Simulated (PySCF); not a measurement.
H3O3Si, SMILES O[Si](O)O (connectivity only; charge and spin as stated), charge +1, multiplicity 1. Coordinates come from a PBE-D3(BJ)/def2-SVP optimisation. The multiplicity is an assumed one; other spin states were not compared. The isomer is the one that the SMILES or the coordinates give; other isomers of the formula were not compared. One conformer was computed; it need not be the lowest.

Computed with PySCF with PBE-D3(BJ)/def2-SVP.

Harmonic wavenumbers (cm⁻¹): 286, 290, 303, 311, 390, 437, 581, 642, 695, 847, 1128, 1140, 3709, 3716, 3737. Rotational constants (GHz): 7.688, 6.937, 3.646; symmetry number 1.

Work out the zero-point energy and the ideal-gas rigid-rotor harmonic-oscillator thermochemistry at 298.15 K and 1 atm.

ZPE = ½ Σ hcν = ½ × 18212 cm⁻¹ = 26.03 kcal/mol. H − E(el) = 30.18 kcal/mol. Entropy in cal/(mol K): translation 39.02, rotation 24.92, vibration 9.03, total 72.96. G − E(el) = 8.42 kcal/mol. Cp = 21.48 cal/(mol K).
